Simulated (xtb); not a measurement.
Mo(O)2(OH)2 (H2MoO4), SMILES [O]=[Mo](=[O])([OH])[OH], multiplicity 1. All values are semi-empirical tight-binding results from xtb (GFN2-xTB unless named), good for trends rather than for accurate numbers. The structure is a stationary point at GFN2-xTB. The spin state was assumed, not searched. The isomer is the one that the SMILES or the coordinates give; other isomers of the formula were not compared. One conformer was computed; it need not be the lowest.

Optimised geometry:

```xyz
7

Mo     0.0000     0.0000     0.0459
O      0.0000    -1.3459     0.9886
O      0.0000     1.3459     0.9886
O      1.4557     0.0000    -0.9459
H      2.3490     0.0000    -1.3043
O     -1.4557     0.0000    -0.9459
H     -2.3490     0.0000    -1.3043
```
Charge 0, spin multiplicity 1.

For metal compounds this method's bond lengths and energies can be far off.

Computed properties:
```json
{
  "point_group_as_xtb_finds_it": "C2v",
  "orbital_gap": "4.85 eV",
  "zero_point_energy": "18.4 kcal/mol",
  "G − E(el) at 298.15 K (modified RRHO)": "-0.6 kcal/mol"
}
```

Give the atomic charges and the Wiberg bond orders between heavy atoms. (The exact figures need the calculation; the answer reports its results.)

charges (e) Mo1 1.19, O2 -0.50, O3 -0.50, O4 -0.46, H5 0.37, O6 -0.46, H7 0.37. Bond orders Mo1–O2 2.07, Mo1–O3 2.07, Mo1–O4 1.30, Mo1–O6 1.30.
